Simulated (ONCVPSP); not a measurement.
Building the ONCV potential for germanium (Ge) (BLYP, scalar-relativistic).

```
Element                 : Ge
Generator               : ONCVPSP 4.0.1
Type                    : optimised norm-conserving Vanderbilt (ONCV)
Functional              : BLYP
Relativity              : scalar-relativistic
Frozen core             : [Ar] 3d10
Valence charge          : 4
Reference configuration : 4s1.5 4p2.5
Partial waves           : 4s: rc 1.75 bohr, ncon 4, nbas 8, qcut 4.5 1/bohr, 2 projectors, debl 3.3 Ha; 4p: rc 1.60 bohr, ncon 4, nbas 8, qcut 4.3 1/bohr, local
Local potential         : the p channel
Core correction         : polynomial model core, fcfact 0.4
```

All-electron outer shells of the reference configuration (BLYP, scalar-relativistic, ld1.x):

```csv
shell,level (eV),outermost node (bohr),outermost maximum (bohr)
3p,-116.28,0.23,0.54
3d,-30.06,–,0.50
4s,-12.16,0.77,1.73
4p,-4.13,0.82,2.16
```

Results:

```json
{
 "Cutoffs needed": "8.7 Ha and 16 Ha (the cutoffs (Ha) at which the residual kinetic energy of the hardest occupied pseudo-wave falls to 1 and 0.1 mHa per electron)",
 "Ghost test": "no bound ghost flagged; no localised positive-energy state flagged",
 "Largest excitation error": "-27 meV (all-electron minus pseudo) for 4s2 4p0, out of 4 test configurations",
 "rms error of d²Exc/dni dnj": "7.95 mHa without and 1.19 mHa with the model core"
}
```

Generation and tests took about 1.9 s on one core of a shared server CPU.
